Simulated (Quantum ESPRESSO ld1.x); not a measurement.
A nucleus of charge 76.25 with 76 electrons, 76 electrons, occupied as [Xe] 4f14 5d6 6s2. All-electron calculation, Dirac Kohn-Sham, BLYP, spin-unpolarised, spherical densities, point nucleus; open shells are shared between the two j in proportion to 2j + 1. Program: ld1.x of Quantum ESPRESSO 7.5. Some entries of the table are withheld. Estimate them.

| orbital | occ. | eigenvalue (hartree) | <r> (bohr) |
|---|---|---|---|
| 1s1/2 | 2 | -2731.8900 | 0.01765 |
| 2s1/2 | 2 | -476.0358 | 0.07391 |
| 2p1/2 | 2 | -455.7882 | 0.06101 |
| 2p3/2 | 4 | -398.6234 | 0.06924 |
| 3s1/2 | 2 | -110.9727 | 0.1925 |
| 3p1/2 | 2 | (1) | 0.1826 |
| 3p3/2 | 4 | (2) | 0.1978 |
| 3d3/2 | 4 | -74.3202 | 0.1727 |
| 3d5/2 | 6 | -71.6191 | 0.1773 |
| 4s1/2 | 2 | (3) | 0.4295 |
| 4p1/2 | 2 | -19.7445 | 0.4334 |
| 4p3/2 | 4 | -16.8069 | 0.4671 |
| 4d3/2 | 4 | -10.5797 | 0.4798 |
| 4d5/2 | 6 | -10.0354 | 0.4912 |
| 5s1/2 | 2 | -3.5058 | 0.9988 |
| 5p1/2 | 2 | (4) | 1.090 |
| 4f5/2 | 6 | -2.1439 | 0.5471 |
| 4f7/2 | 8 | -2.0380 | 0.5551 |
| 5p3/2 | 4 | (5) | 1.190 |
| 5d3/2 | 2.4 | -0.3437 | 1.720 |
| 5d5/2 | 3.6 | -0.3026 | 1.797 |
| 6s1/2 | 2 | -0.2947 | (6) |

Answer. 
(1) 3p1/2 eigenvalue (hartree): -101.9240
(2) 3p3/2 eigenvalue (hartree): -89.4457
(3) 4s1/2 eigenvalue (hartree): -23.5443
(4) 5p1/2 eigenvalue (hartree): -2.3277
(5) 5p3/2 eigenvalue (hartree): -1.8636
(6) 6s1/2 <r> (bohr): 2.891
